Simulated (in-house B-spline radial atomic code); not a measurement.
Configurations of Ar⁺, with energies counted from [Ne] 3s2 3p5. Computed with a radial B-spline atomic code at the basis-set limit: scalar-relativistic (X2C) SCAN, spin-polarised, spherical fractional occupations, Fermi nucleus of rms radius 3.4274 fm. Shells without spins written out take the highest spin.

Occupations are held fixed; configurations that lie above the ionisation limit could autoionise.

```csv
configuration,E - E(ref) (eV),highest orbital,its <r> (bohr)
[Ne] 3s1 3p6,15.236,3p down,1.563
"[Ne] 3s2 3p(3 up, 1 down) 4s(1 up, 0 down)",16.978,4s up,3.908
[Ne] 3s2 3p4 3d1,17.63,3d up,2.489
[Ne] 3s1 3p5 4s1,32.567,4s up,3.883
[He] 2s2 2p5 3s2 3p6,235.32,3p down,1.457
[He] 2s2 2p5 3s2 3p5 3d1,255.82,3d up,2.223
```

(1) Order these further configurations by energy, lowest first.
A. [He] 2s2 2p(2 up, 3 down) 3s2 3p(3 up, 2 down) 4p(0 up, 1 down)
B. [He] 2s2 2p(2 up, 3 down) 3s2 3p(3 up, 2 down) 4f(1 up, 0 down)
C. [Ne] 3s2 3p(1 up, 3 down) 4f(0 up, 1 down)
D. [He] 2s2 2p5 3s2 3p5 4f1
E. [He] 2s2 2p5 3s2 3p5 4d1

(2) How far above the reference does [He] 2s2 2p5 3s2 3p5 4p1 lie?

(3) How far above the reference does [Ne] 3s1 3p5 4p1 lie?

Results:

(1) C (24.41 eV), A (258.97 eV), E (261.73 eV), D (263.41 eV), B (263.83 eV).

(2) 258.48 eV; its least bound orbital is 4p up with <r> = 4.591 bohr.

(3) 35.336 eV; its least bound orbital is 4p up with <r> = 4.706 bohr.
